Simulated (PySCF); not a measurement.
Species: C3H4NO2S (charge -1).
Bonds: C1–S2, S2–O3 (double), S2–O4 (double), S2–C5, C5–C6, C6–N7 (triple). Hydrogens: H8, H9, H10 on C1; H11 on C5.

The same species was optimised twice, with GFN2-xTB and with PBE0-D3(BJ)/def2-SVP (PySCF), and the same property calculations (PySCF, gas phase) were run on both structures.

```tsv
coordinate	GFN2-xTB	PBE0-D3(BJ)/def2-SVP	change
C1–S2 (Å)	1.861	1.814	-0.047
C5–C6 (Å)	1.363	1.392	+0.029
S2–C5 (Å)	1.709	1.688	-0.021
S2=O4 (Å)	1.454	1.473	+0.019
S2=O3 (Å)	1.460	1.475	+0.015
C6≡N7 (Å)	1.164	1.174	+0.010
S2–C5–C6 (°)	116.6	121.5	+4.9
O3–S2–O4 (°)	115.5	119.3	+3.8
C5–C6–N7 (°)	176.3	179.3	+3.0
C1–S2–O4 (°)	104.0	102.8	-1.2
C1–S2–C5 (°)	109.5	108.6	-0.9
O3–S2–C5 (°)	109.5	108.7	-0.8
O4–S2–C5 (°)	113.0	112.3	-0.7
C1–S2–O3 (°)	104.8	104.1	-0.7
C1–S2–C5–C6 (°)	-58	-74	-16
```

Rotational constants: A = 4243, B = 1606, C = 1547 MHz (GFN2-xTB) against A = 4326, B = 1543, C = 1500 MHz (PBE0-D3(BJ)/def2-SVP). Point groups within 0.08 Å: C1 and C1.

On the GFN2-xTB structure: HOMO (eV) -1.49 [PBE0/pcSseg-1]; LUMO (eV) 5.09 [PBE0/pcSseg-1]; GIAO shielding of C1 (ppm) 135.9 [PBE0/pcSseg-1]; GIAO shielding of S2 (ppm) 178.9 [PBE0/pcSseg-1]; GIAO shielding of O3/O4 (mean) (ppm) 109.9 [PBE0/pcSseg-1]; GIAO shielding of C5 (ppm) 145.4 [PBE0/pcSseg-1]; GIAO shielding of C6 (ppm) 55.0 [PBE0/pcSseg-1]; GIAO shielding of N7 (ppm) -28.4 [PBE0/pcSseg-1].

Task: What do these properties become on the PBE0-D3(BJ)/def2-SVP structure?

Result: 
| property | level | on GFN2-xTB | on PBE0-D3(BJ)/def2-SVP | change |
| --- | --- | --- | --- | --- |
| HOMO (eV) | PBE0/pcSseg-1 | -1.49 | -1.40 | +0.09 |
| LUMO (eV) | PBE0/pcSseg-1 | 5.09 | 5.05 | -0.04 |
| energy, GFN2-xTB geometry as zero (kcal/mol) | PBE0/pcSseg-1 | 0.0 | -3.4 | -3.4 |
| GIAO shielding of C1 (ppm) | PBE0/pcSseg-1 | 135.9 | 133.0 | -2.9 |
| GIAO shielding of S2 (ppm) | PBE0/pcSseg-1 | 178.9 | 183.6 | +4.7 |
| GIAO shielding of O3/O4 (mean) (ppm) | PBE0/pcSseg-1 | 109.9 | 109.1 | -0.8 |
| GIAO shielding of C5 (ppm) | PBE0/pcSseg-1 | 145.4 | 147.9 | +2.5 |
| GIAO shielding of C6 (ppm) | PBE0/pcSseg-1 | 55.0 | 54.3 | -0.7 |
| GIAO shielding of N7 (ppm) | PBE0/pcSseg-1 | -28.4 | -34.1 | -5.7 |

The heavy atoms differ by 0.127 Å rms after alignment. Among bonds between heavy atoms C1–S2 changes most (-0.047 Å). Changes are differences of the printed values. Neither structure is proved a minimum here. The structure is a single PBE0-D3(BJ)/def2-SVP conformer in the gas phase; no vibrational or solvent corrections. The geometry's basis has no diffuse functions, a weakness for an anion.

Shape of the structure used: `[CH3:1][S:2](=[O:3])(=[O:4])[CH-:5][C:6]#[N:7]`: C1–S2–C5–C6 -74°.
